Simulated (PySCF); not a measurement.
silene (CH4Si), SMILES [SiH2]=C.

Coordinates come from a B3LYP-D3(BJ)/def2-TZVP optimisation.

Two levels are set side by side: PBE/def2-TZVPD (PySCF) and HF/def2-TZVPD (PySCF). Same geometry, gas phase. Differences are taken from unrounded values.

| quantity | HF |
|---|---|
| orbital gap (eV) | 10.34 |
| highest occupied level (eV) | -8.57 |
| lowest empty level (eV) | 1.77 |
| dipole moment (D) | 1.16 |
| mean polarisability (bohr³) | 47.1 |

### Question
What does PBE give, and how far is it from HF? (An estimate is asked for; the answer gives what the named calculation found.)

### Answer

| quantity | PBE | PBE minus HF |
|---|---|---|
| orbital gap (eV) | 3.56 | -6.78 |
| highest occupied level (eV) | -5.68 | 2.88 |
| lowest empty level (eV) | -2.12 | -3.90 |
| dipole moment (D) | 0.64 | -0.51 |
| mean polarisability (bohr³) | 48.3 | 1.2 |

Without exact exchange PBE keeps part of each electron's self-repulsion, which lifts occupied levels and narrows the gap. Differences between two approximate levels are no errors against the true value.

Rough cost on one machine, each run with all the roots and properties that it gave: HF against PBE about 1/5.
